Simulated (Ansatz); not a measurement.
Na3S. The state is a doublet with charge 0. Geometry PBE0-D4/def2-TZVP, that of the charge +1 singlet.

```xyz
4

Na   -0.892   -1.731   -1.543
Na    2.189    1.079   -0.475
Na   -1.299    0.654    2.016
S     0.002   -0.002    0.002
```

The structure comes from a short search, and lower isomers may exist.

Problem. Estimate the α-spin orbital energies around the gap (eV) in Ansatz with PBE-D4/def2-TZVP, r2SCAN-D4/def2-TZVP, PBE0-D4/def2-TZVP.

Solution. 
```tsv
orbital	PBE-D4/def2-TZVP	r2SCAN-D4/def2-TZVP	PBE0-D4/def2-TZVP
HOMO−5	-27.85	-28.92	-31.27
HOMO−4	-13.48	-14.04	-15.44
HOMO−3	-4.51	-4.63	-5.44
HOMO−2	-4.51	-4.63	-5.44
HOMO−1	-3.81	-3.97	-4.77
HOMO	-2.29	-2.24	-2.49
LUMO	-1.80	-1.70	-1.40
LUMO+1	-1.80	-1.70	-1.40
LUMO+2	-0.42	-0.32	0.01
LUMO+3	-0.41	-0.32	0.01
LUMO+4	-0.11	0.03	0.31
LUMO+5	0.00	0.17	0.44
β HOMO	-3.80	-3.98	-4.77
β LUMO	-1.81	-1.55	-1.26
```
